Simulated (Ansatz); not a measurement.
Basis-set extrapolation for `OB([SiH3])N[SiH3]` (PBE0-D4/def2-TZVP geometry, frozen core, Ansatz). Multiplicity 1, RHF reference.

|  | def2-TZVPP | def2-QZVPP |
| --- | --- | --- |
| HF | -736.718911 | -736.744746 |
| MP2 correlation | -0.802669 | -0.862116 |
| CCSD(T) correlation | -0.891178 | not run |

Energies in hartree. Use E(X) = E(∞) + A·exp(−7.88·√X) for Hartree–Fock and E(X) = E(∞) + B·X^(−2.97) for correlation, with X = 3 and 4, and add CCSD(T) minus MP2 of the smaller set to the MP2 limit.

**Question.** What is the CCSD(T) energy at the basis-set limit?

**Answer.** HF limit: -736.744746 + (-0.025835) × 0.13774 = -736.74830. MP2 limit: -0.862116 + (-0.059447) × 0.74074 = -0.90615. Higher-order term: -0.891178 − (-0.802669) = -0.08851. Total: -737.74296 hartree, 3.62 eV below CCSD(T)/def2-TZVPP.
